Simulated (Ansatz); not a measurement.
One geometry of the cluster Si4S4, several levels of theory.

```yaml
crystal:
  periodic: [false, false, false]
  atoms:
    - {symbol: Si, position_ang: [-1.005585, 2.449374, -0.316045]}
    - {symbol: Si, position_ang: [1.476218, -1.159332, 0.442944]}
    - {symbol: Si, position_ang: [0.518203, -0.051308, 2.373922]}
    - {symbol: Si, position_ang: [-0.814552, -1.301518, -1.477963]}
    - {symbol: S, position_ang: [0.242225, 1.906594, 1.455679]}
    - {symbol: S, position_ang: [-0.675701, -1.554686, 0.921456]}
    - {symbol: S, position_ang: [-1.273400, 0.880012, -1.762756]}
    - {symbol: S, position_ang: [1.532603, -1.169146, -1.637248]}
basis:
  gaussian: {orbitals: def2-TZVP, initial_orbitals: start.molden}
hamiltonian: {xc: r2scan, dispersion: d4}
scf: {omitted_lower_state_checks: [starts]}
output: {orbitals: {seedname: orbitals}}
```

The file start.molden holds the orbitals of an earlier run on this structure, at another level or in another basis.

```sh
$ ansatz run in.yaml --threads 4 --pin off --events-out ev --progress --plain --max-ram 4787MiB
```

Shortened log:

```
Functional definition: r2SCAN
2052 factors; their error is unknown
mean field evaluation 1: about -74851.6365 eV, gradient 1.3e1 eV
mean field evaluation 2: about -74851.7336 eV, gradient 2.3e-1 eV
mean field evaluation 4: about -74851.6865 eV, gradient 2.2e-3 eV
mean field -74851.68653490 eV, -2750.7487438623 hartree, gradient 1.8e-5 eV, S^2 0.000000; 0 other end points of the search recorded, 0 dependent functions left out
reference -74851.68654689 eV, -2750.7487443027 hartree; 60, 60 occupied and 236, 236 virtual orbitals, 2052 factors
Total energy: -74851.87716678 eV, -2750.7557494545 hartree
Checks for a lower state left out: starts
```

It took 6 s on 4 threads of Intel Xeon 6975P-C on a shared host, peak host memory 0.7 GiB.

The first input with `gaussian: {orbitals: def2-SVP, initial_orbitals: start.molden}`, `correlation: {method: ccsd_t}` and without the key `hamiltonian` (abridged; 10 s):

```
Functional definition: HF
mean field evaluation 16: about -74672.6823 eV, gradient 6.1e1 eV
mean field evaluation 32: about -74680.7108 eV, gradient 3.0e1 eV
mean field evaluation 64: about -74681.0810 eV, gradient 1.3e1 eV
mean field -74696.49343656 eV, -2745.0455026917 hartree, gradient 1.6e-6 eV, S^2 0.000000; unrestricted orbitals would lower it
40 core orbitals not correlated: weight in the atoms' cores, before any rotation towards them, 1.000 or more for the frozen orbitals, at most 0.000 for the correlated occupied ones
second order -22.95027706 eV of doubles, -0.00000000 eV of singles
cycle   1  -23.69013614 eV  change   -7.4e-1 eV  update   1.9e-1
cycle   2  -24.54076751 eV  change   -8.5e-1 eV  update   6.4e-2
cycle   3  -24.79667888 eV  change   -2.6e-1 eV  update   4.5e-2
cycle   4  -24.79022707 eV  change    6.5e-3 eV  update   1.6e-2
cycle   5  -24.77995789 eV  change    1.0e-2 eV  update   1.0e-2
cycle   6  -24.78325824 eV  change   -3.3e-3 eV  update   4.3e-3
cycle   7  -24.78339195 eV  change   -1.3e-4 eV  update   2.1e-3
cycle   8  -24.78328960 eV  change    1.0e-4 eV  update   9.4e-4
cycle   9  -24.78371195 eV  change   -4.2e-4 eV  update   4.7e-4
cycle  10  -24.78367859 eV  change    3.3e-5 eV  update   2.4e-4
cycle  11  -24.78356636 eV  change    1.1e-4 eV  update   1.1e-4
cycle  12  -24.78362449 eV  change   -5.8e-5 eV  update   5.9e-5
cycle  13  -24.78364596 eV  change   -2.1e-5 eV  update   2.7e-5
cycle  14  -24.78367266 eV  change   -2.7e-5 eV  update   1.7e-5
perturbative correction -1.39485371 eV, -0.0512599284 hartree
Total energy: -74722.67196292 eV, -2746.0075457913 hartree
Checks for a lower state left out: starts
```

The first input with `hamiltonian: {xc: {name: PBE-QIDH}}` and without the key `output` (abridged; 9.5 s):

```
Functional definition: PBE-QIDH
mean field -74798.10326782 eV, -2748.7795951169 hartree, gradient 2.8e-6 eV, S^2 0.000000
40 core orbitals not correlated: weight in the atoms' cores, before any rotation towards them, 1.000 or more for the frozen orbitals, at most 0.000 for the correlated occupied ones
second order -35.11249109 eV of doubles, -0.00000000 eV of singles
Total energy: -74809.80744407 eV, -2749.2097156608 hartree
Checks for a lower state left out: starts
```

As the first input, with `hamiltonian: {xc: pbe, dispersion: d4}`, `output: {forces: true, orbitals: {seedname: orbitals}}` (abridged; 3.5 s):

```
Functional definition: PBE
mean field -74823.64396443 eV, -2749.7181984055 hartree, gradient 1.1e-5 eV, S^2 0.000000
Total energy: -74824.47237252 eV, -2749.7486418412 hartree
Atom 0 force     0.082107    -0.215097     0.017407 eV/Å
Atom 1 force    -0.339221     0.029290    -0.211516 eV/Å
Atom 2 force    -0.084800     0.005744    -0.211085 eV/Å
Atom 3 force     0.266512     0.147935     0.211470 eV/Å
Atom 4 force    -0.066915    -0.120198    -0.083977 eV/Å
Atom 5 force     0.268979     0.159105    -0.081177 eV/Å
Atom 6 force     0.020361     0.035313     0.138733 eV/Å
Atom 7 force    -0.147022    -0.042092     0.220146 eV/Å
Dipole moment:     0.175985    -0.208779     0.229638 e Å
Checks for a lower state left out: starts
```

The first input with `hamiltonian: {xc: {name: B2PLYP}}` and without the key `output` (abridged; 10 s):

```
Functional definition: B2PLYP
mean field -74819.90045810 eV, -2749.5806270850 hartree, gradient 1.6e-6 eV, S^2 0.000000
40 core orbitals not correlated: weight in the atoms' cores, before any rotation towards them, 1.000 or more for the frozen orbitals, at most 0.000 for the correlated occupied ones
second order -38.60404153 eV of doubles, -0.00000000 eV of singles
Total energy: -74830.32372600 eV, -2749.9636751153 hartree
Checks for a lower state left out: starts
```

First input, but with `hamiltonian: {xc: pbe0, dispersion: d4}` (abridged; 7.5 s):

```
Functional definition: PBE0
mean field -74829.12361299 eV, -2749.9195717756 hartree, gradient 2.6e-5 eV, S^2 0.000000
Total energy: -74829.85395160 eV, -2749.9464112245 hartree
Checks for a lower state left out: starts
```

Geometry: PBE-D4/def2-SVP.

Correlated methods freeze 40 core orbitals. The restricted singlet is unstable towards broken spin symmetry in Hartree–Fock (as tested in another run); at r2SCAN-D4/def2-TZVP, PBE-QIDH/def2-TZVP, PBE-D4/def2-TZVP, B2PLYP/def2-TZVP and others this wasn't settled. At CCSD(T)/def2-SVP T1 of the charge 0 singlet is large (up to 0.027), so the single-reference result is doubtful. At CCSD(T)/def2-SVP the restricted singlet (for correlated methods, its reference) is unstable: a solution with broken spin symmetry lies lower. Another isomer (singlet) lies 1.43 eV lower at PBE0-D4/def2-TZVP; other spin states weren't run for this one.
